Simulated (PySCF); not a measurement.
Si(Vi)(OMe)(OEt)(NH2), C5H13NO2Si, SMILES C=C[Si](N)(OC)OCC (GFN2-xTB optimised geometry):

```
22

C     -2.948    -2.319    -1.549
C     -1.719    -1.832    -1.487
Si    -0.990    -0.919     0.000
N     -1.581    -1.689     1.428
O     -1.422     0.658     0.000
C     -2.728     1.158     0.018
O      0.634    -0.919     0.000
C      1.518    -0.182    -0.806
C      2.927    -0.297    -0.245
H     -3.336    -2.814    -2.427
H     -3.621    -2.247    -0.710
H     -1.088    -1.940    -2.362
H     -1.455    -2.685     1.505
H     -1.350    -1.257     2.309
H     -2.669     2.247     0.027
H     -3.261     0.813     0.906
H     -3.279     0.830    -0.867
H      1.485    -0.576    -1.830
H      1.199     0.865    -0.831
H      3.232    -1.340    -0.222
H      3.621     0.265    -0.864
H      2.954     0.093     0.768
```

Computed with PBE0/def2-SVP (PySCF).

What are the frontier orbital energies and the dipole moment?

HOMO-2 -7.73 eV, HOMO-1 -7.70 eV, HOMO -7.33 eV, LUMO -0.05 eV, LUMO+1 1.81 eV; dipole moment 0.41 D.

Meta-Löwdin charges at PBE0/def2-SVP: C1 -0.19, C2 -0.37, Si3 1.29, N4 -0.70, O5 -0.61, C6 -0.07, O7 -0.62, C8 0.05, C9 -0.30, H10 0.10, H11 0.10, H12 0.11, H13 0.22, H14 0.22, H15 0.11, H16 0.09, H17 0.09, H18 0.08, H19 0.09, H20 0.10, H21 0.10, H22 0.10.
